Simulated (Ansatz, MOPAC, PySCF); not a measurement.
Complex: SiH4 (SMILES [SiH4]) (first 5 atoms) with AsH3 (SMILES [AsH3]); geometry from B3LYP-D3(BJ)/def2-TZVP, rigid monomers moved along the line of their centres of mass till Si1···H9 is 4.60 Å.
(charge 0, multiplicity 1):
```xyz
9

Si     0.0047    -0.0823     0.1973
H      0.3140    -0.6296    -1.1431
H     -1.4219     0.3073     0.2561
H      0.8518     1.1025     0.4583
H      0.2739    -1.1135     1.2247
As     0.1366     0.6112     5.4987
H     -0.6015     1.2018     6.6964
H     -0.6985    -0.6634     5.5417
H     -0.8257     1.2695     4.5152
```

Monomers are frozen at their geometry in the pair; levels with a basis set take the counterpoise correction.

Cores are frozen in the correlated methods. Filled d and f shells under p-block atoms count as core. CBS(a, b) extrapolates the correlation energy as X⁻³ and adds the Hartree–Fock energy of set b. Rows in 6-31G* carry no dispersion term and start afresh at each structure (6-31G* with six Cartesian d functions); the Pople sets are all-electron and without relativity. The state reached by PM6 isn't checked.

Run with Ansatz (a quantum-chemistry and plane-wave program); MOPAC for PM6 (differences of heats of formation); PySCF for 6-31G* rows, the dispersion terms. Each number belongs to the level named beside it.

| level | interaction energy (meV) |
|---|---|
| PM6 | 1.2 |
| HF/6-31G* | 1.1 |
| B3LYP/6-31G* | ? |
| PBE0-D4/def2-TZVPPD | ? |
| MP2/CBS(def2-SVPD, def2-TZVPPD) | -11.7 |
| SCS-MP2/def2-SVPD | -8.5 |
| SCS-MP2/def2-TZVPPD | -8.7 |
| CCSD(T)/def2-TZVPPD | -11.4 |
| CCSD(T)/CBS(def2-SVPD, def2-TZVPPD) | -11.4 |

**Question.** What belongs in the gaps?

**Answer.** 
- B3LYP/6-31G*, interaction energy (meV): 3.9
- PBE0-D4/def2-TZVPPD, interaction energy (meV): -17.4
